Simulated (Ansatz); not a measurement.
Reactions of `CC[O][Ge]([Cl])([O]CC)[O]CC`.

Calculated with Ansatz (gas phase, PBE0-D4/def2-TZVP geometries, no zero-point term in ΔE). CBS: MP2 limit from def2 TZ/QZ plus the TZ coupled-cluster correction, frozen cores. This one scheme is used for every species, atoms too. DFT in def2-TZVPP. Open shells (•) are unrestricted, without spin–orbit coupling. Spin–orbit coupling would lower the free atoms: a little for C, Cl, O; clearly for Ge. def2 core potentials past Kr. Bonds to Ge, Y are less sure, by a few kJ/mol each and by 10 to 20 or more in all where they break to atoms, as the def2 sets lack core-valence functions. Scalar relativity is left out up to krypton. Each species was taken in one conformer, which may not be the lowest.

```csv
reaction,CCSD(T)/CBS(def2) (kcal/mol)
`CC[O][Ge]([Cl])([O]CC)[O]CC` + CH₄ → `CC[O][Ge]([CH3])([O]CC)[O]CC` + HCl,19.5
`CC[O][Ge]([Cl])([O]CC)[O]CC` → 6 C• + Cl• + Ge• + 15 H• + 3 O•,?
`CC[O][Ge]([Cl])([O]CC)[O]CC` + `[OH][Y]([OH])[F]` → `CC[O][Ge]([F])([O]CC)[O]CC` + `[OH][Y]([OH])[Cl]`,0.6
`CC[O][Ge]([Cl])([O]CC)[O]CC` + H–F → `CC[O][Ge]([F])([O]CC)[O]CC` + HCl,3.5
`CC[O][Ge]([Cl])([O]CC)[O]CC` + `CC1=CC=C1` → `CC[O][Ge]([CH3])([O]CC)[O]CC` + `ClC1=CC=C1`,24.9
```

(1) Fill in the missing values. (An estimate is asked.)

Largest T1 diagnostic: 0.014, for `[OH][Y]([OH])[F]`.

Answers

(1) Ansatz gave: `CC[O][Ge]([Cl])([O]CC)[O]CC` → 6 C• + Cl• + Ge• + 15 H• + 3 O•: +2430.2 kcal/mol.
